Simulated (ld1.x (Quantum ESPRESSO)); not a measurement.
**platinum, PAW: configuration errors across variants**

platinum (Pt), PAW, made with ld1.x (Quantum ESPRESSO) 7.5 (PBE, scalar-relativistic). Core [Xe] 4f14, reference 5d9 6s0.5 6p0.5. Waves: 6s (bound): rcut 2.25, rcutus 2.45 bohr; 6s channel at 0.25 Ry: rcut 2.25, rcutus 2.45 bohr; 6p (bound): rcut 2.20, rcutus 2.80 bohr; 6p channel at 0.65 Ry: rcut 2.20, rcutus 2.80 bohr; 5d (bound): rcut 1.70, rcutus 2.15 bohr; 5d channel at 0.15 Ry: rcut 1.70, rcutus 2.15 bohr. Local part: all-electron potential smoothed inside 1.70 bohr (lloc = -1). Core correction: a·sin(br)/r model core, default radius (ld1.x builds one for every PAW set, though the input has nlcc=.false.). Augmentation charge: BESSEL, radius 1.85 bohr.

All-electron excitation energies from the reference (eV): (1) 5d9 6s1 6p0 -2.460; (2) 5d9 6s0 6p0 6.734; (3) 5d8 6s0 6p0 26.699; (4) 5d8 6s1 6p0 8.707; (5) 5d8 6s1 6p1 4.108; (6) 5d9 6s0 6p1 2.589; (7) 5d6 6s0 6p0 104.569.

The default core radius of the base comes out at 1.10 bohr.

2 further variants failed, have other tests or too few solved ones, and are left out.

A true bound ghost makes a file unfit for plane-wave use even where its test errors are small: the radial tests pick states by their node count and pass the ghost by.

Errors AE − PS in meV (a dash: test not solved or not reliable):

| change | (1) | (2) | (3) | (4) | (5) | (6) | (7) | bound ghosts |
| --- | --- | --- | --- | --- | --- | --- | --- | --- |
| base | +1.5 | +3.3 | -44 | -28 | -19 | -0.9 | -814 | s, p |
| wave 5d channel at 0.15 Ry: rcut 1.70, rcutus 2.15 bohr becomes 5d channel at -0.31 Ry: rcut 1.70, rcutus 2.15 bohr | +1.1 | +0.1 | -56 | -31 | -25 | -1.2 | -817 | s, p |
| local potential all-electron potential smoothed inside 2.30 bohr (lloc = -1) | +1.2 | +0.4 | -52 | -28 | -22 | -0.7 | -819 | none |
| local potential all-electron potential smoothed inside 2.25 bohr (lloc = -1) | +1.2 | +0.4 | -52 | -28 | -22 | -0.7 | -819 | none |

(1) Give the same row for: core correction a·sin(br)/r model core inside 1.84 bohr.

Results:

(1) +1.1, -1.9, -37, -20, -17, -1.0, -691; bound ghosts: s, p.
